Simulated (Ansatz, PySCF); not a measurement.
Molecule: ethylenediamine, C2H8N2, charge 0, multiplicity 1. 
Structure (B3LYP-D3(BJ)/def2-TZVP (Ansatz, a program for electronic structure) minimum search):
SMILES: NCCN
```xyz
12

N      1.8004     0.4329    -0.2539
C      0.5735     0.1334     0.4836
C     -0.5515    -0.2148    -0.4799
N     -1.7787    -0.5130     0.2575
H      2.5813     0.5552     0.3786
H      1.7040     1.2957    -0.7773
H      0.2389     0.9548     1.1379
H      0.7571    -0.7273     1.1290
H     -0.2619    -1.1016    -1.0463
H     -0.6612     0.6050    -1.2084
H     -2.5003    -0.8544    -0.3651
H     -2.1418     0.3214     0.7042
```

Total electronic energies in hartree. Cores are frozen in the correlated levels unless marked. No spin-orbit coupling. Non-relativistic. Basis-set limits of correlation are two-point, X^-3; Hartree-Fock from the larger set. The bracket is a focal-point correction in the basis named.

```json
[
 {"level": "HF/cc-pVTZ", "program": "Ansatz", "energy (Eh)": "-189.34813"},
 {"level": "HF-D3(BJ)/def2-TZVPD", "program": "PySCF + dftd3", "energy (Eh)": "-189.41183"},
 {"level": "RI-HF/aug-cc-pVQZ", "program": "Ansatz", "energy (Eh)": "-189.36380"},
 {"level": "SVWN5/def2-TZVPD", "program": "Ansatz", "energy (Eh)": "-188.93532"},
 {"level": "B3LYP-D4/def2-TZVPD", "program": "Ansatz + dftd4", "energy (Eh)": "-190.61375"},
 {"level": "BHLYP-D4/def2-TZVPD", "program": "Ansatz + dftd4", "energy (Eh)": "-190.48232"},
 {"level": "r2SCANh-D4/def2-TZVPD", "program": "Ansatz + dftd4", "energy (Eh)": "-190.47213"},
 {"level": "CAM-B3LYP-D3(BJ)/def2-TZVPD", "program": "Ansatz + dftd3", "energy (Eh)": "-190.50535"},
 {"level": "CAM-B3LYP-D4/def2-TZVPD", "program": "Ansatz + dftd4", "energy (Eh)": "-190.50548"},
 {"level": "CAM-B3LYP/def2-TZVPD", "program": "PySCF", "energy (Eh)": "-190.50043"},
 {"level": "LC-wPBE-D4/def2-TZVPD", "program": "Ansatz + dftd4", "energy (Eh)": "-190.49284"},
 {"level": "wB97M-V/def2-TZVPD", "program": "Ansatz", "energy (Eh)": "-190.49897"},
 {"level": "B2GP-PLYP-D3(BJ)/def2-TZVPD", "program": "Ansatz + dftd3", "energy (Eh)": "-190.38984"},
 {"level": "MP2/aug-cc-pVTZ", "program": "Ansatz", "energy (Eh)": "-190.15365"},
 {"level": "MP2/cc-pVTZ", "program": "Ansatz", "energy (Eh)": "-190.13458"},
 {"level": "RI-MP2/cc-pVTZ", "program": "Ansatz", "energy (Eh)": "-190.13432"},
 {"level": "SCS-MP2/STO-3G", "program": "Ansatz", "energy (Eh)": "-187.12953"},
 {"level": "SCS-MP2/6-31G", "program": "Ansatz", "energy (Eh)": "-189.58830"},
 {"level": "CCSD/cc-pVDZ", "program": "Ansatz", "energy (Eh)": "-189.97294"},
 {"level": "CCSD/cc-pVTZ", "program": "Ansatz", "energy (Eh)": "-190.17230"},
 {"level": "CCSD(T) with core electrons/cc-pwCVTZ", "program": "Ansatz", "energy (Eh)": "-190.41261"},
 {"level": "RI-MP2/CBS(aug-cc-pVTZ,aug-cc-pVQZ)+[CCSD(T)-MP2]/aug-cc-pVDZ", "program": "Ansatz", "energy (Eh)": "-190.3114"},
 {"level": "RI-MP2/CBS(aug-cc-pVTZ,aug-cc-pVQZ)+[CCSD(T)-MP2]/aug-cc-pVTZ", "program": "Ansatz", "energy (Eh)": "-190.3100"}
]
```

Totals of different functionals don't rank their quality; only differences between species are comparable.
